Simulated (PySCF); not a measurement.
BiH2(OEt), C₂H₇BiO.
Bonds: Bi1–O4, O4–C5, C5–C6. Hydrogens: H2, H3 on Bi1; H7, H8 on C5; H9, H10, H11 on C6.

Method: PBE0-D3(BJ)/def2-SVP geometry optimisation, gas phase, def2 core potentials past Kr in PySCF; density fitting, grid level 1; the optimiser is geomeTRIC in internal coordinates, started from a GFN2-xTB structure with every atom displaced at random (about 0.03 Å).

Step 0: E = -10066.5933 eV
```
atom  x, y, z in Å  |  force x, y, z in eV/Å
Bi1     1.3553    2.0858    0.6645   -1.144   1.024   0.137
H2      2.6807    2.0619   -0.4281    0.980  -0.024  -0.674
H3      0.5298    3.3178   -0.5065    0.390  -0.427   0.680
O4      0.4545    0.5103   -0.3482   -1.189  -1.481   0.198
C5     -0.2919   -0.4411    0.4578    2.582   1.079   0.441
C6     -0.9035   -1.4978   -0.3918    0.189  -0.783   2.072
H7      0.4562   -0.8834    1.2027   -0.880   0.028  -0.551
H8     -1.0360    0.0745    1.0683   -0.533   0.203   0.203
H9     -1.4050   -2.2316    0.2916    0.160   0.328  -0.540
H10    -1.6082   -1.0759   -1.0480   -1.248   0.619  -1.247
H11    -0.1339   -2.0061   -0.9314    0.693  -0.566  -0.719
```

Step 1: E = -10066.8569 eV
```
atom  x, y, z in Å  |  force x, y, z in eV/Å
Bi1     1.3348    2.1355    0.6177    0.554  -0.565  -0.036
H2      2.7579    2.1086   -0.5477   -0.344   0.008   0.304
H3      0.5488    3.3283   -0.4142   -0.283   0.337  -0.339
O4      0.4233    0.4612   -0.3280   -0.145  -0.124   0.331
C5     -0.2811   -0.4437    0.5068    0.519   0.660  -0.331
C6     -0.8868   -1.5050   -0.3741   -0.109  -0.183   0.193
H7      0.3922   -0.9119    1.2568   -0.040  -0.048  -0.007
H8     -1.0714    0.0791    1.0829   -0.123  -0.087   0.033
H9     -1.4268   -2.2364    0.2469   -0.070  -0.059  -0.047
H10    -1.5927   -1.0609   -1.0907    0.047   0.001  -0.038
H11    -0.1002   -2.0403   -0.9255   -0.006   0.060  -0.063
```

Problem. Estimate the geometry and energy of step 2. (The exact step hangs on the optimiser's Hessian estimate; all steps are aligned on step 1, rigid shifts and turns removed.)

Solution. E = -10066.8871 eV, largest force 0.323 eV/Å
```
atom  x, y, z in Å  |  force x, y, z in eV/Å
Bi1     1.3497    2.1136    0.6182    0.007   0.133  -0.180
H2      2.7464    2.0930   -0.5313   -0.094  -0.001   0.066
H3      0.5167    3.3383   -0.4414    0.086  -0.137   0.112
O4      0.4302    0.4564   -0.3212   -0.017  -0.057   0.102
C5     -0.2676   -0.4350    0.5106    0.040   0.222  -0.231
C6     -0.8850   -1.4997   -0.3675   -0.070  -0.082  -0.029
H7      0.3963   -0.9148    1.2575    0.048  -0.045   0.075
H8     -1.0679    0.0772    1.0879   -0.020  -0.044   0.017
H9     -1.4345   -2.2370    0.2377   -0.032  -0.020   0.013
H10    -1.5856   -1.0464   -1.0890    0.098  -0.033   0.051
H11    -0.1006   -2.0311   -0.9305   -0.046   0.067   0.003
```

The energy changes by -0.0302 eV. The first-order estimate −F·Δx gives -0.0667 eV and the mean of the old and new forces, exact on a quadratic surface, -0.0310 eV. The step makes an angle of 47° with the force vector and moves no atom by more than 0.043 Å.

The cost below is that of the whole optimisation. On Arm Neoverse V1, one thread, no GPU, shared host, this took 78 s wall and 0.41 GiB of memory at its peak.
